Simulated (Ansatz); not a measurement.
`C[Si](C)(C)[O][Cu]` and `C[Si](C)(C)Cl` differ in one atom or group.

Ansatz, PBE0-D4/def2-TZVP geometries, multiplicity 1. Each molecule was computed in one conformer, which needn't be the lowest.

Scalar relativity is left out up to krypton.

| property | `C[Si](C)(C)[O][Cu]` |
| --- | --- |
| size of the dipole moment (ωB97M-V/def2-TZVPP) / D | 4.73 |
| LUMO energy (PBE0/def2-TZVPP) / eV | -2.76 |
| HOMO energy (ωB97M-V/def2-TZVPP) / eV | -9.16 |
| size of the dipole moment (B3LYP/def2-TZVPP) / D | 4.18 |
| LUMO energy (ωB97M-V/def2-TZVPP) / eV | -1.18 |
| LUMO energy (PBE/def2-TZVPP) / eV | -3.75 |

(1) What does the change do to each property? (Best estimate.)

Answers

(1) Computed: 
```tsv
property	`C[Si](C)(C)Cl`	shift
size of the dipole moment (ωB97M-V/def2-TZVPP) / D	2.14	-2.59
LUMO energy (PBE0/def2-TZVPP) / eV	0.90	3.66
HOMO energy (ωB97M-V/def2-TZVPP) / eV	-10.58	-1.42
size of the dipole moment (B3LYP/def2-TZVPP) / D	2.15	-2.03
LUMO energy (ωB97M-V/def2-TZVPP) / eV	2.26	3.44
LUMO energy (PBE/def2-TZVPP) / eV	0.15	3.90
```

With PBE0 the HOMO falls by 1.52 eV and the LUMO rises by 3.66 eV, so the gap widens by about 5.18 eV. PBE moves the HOMO by -1.59 eV and ωB97M-V by -1.42 eV. The zero-point energy changes by -5.2 kJ/mol with -3 modes. Dipoles are sizes alone; their direction can turn.

B3LYP here is the variant with VWN-RPA as its local correlation; programs differ in this.
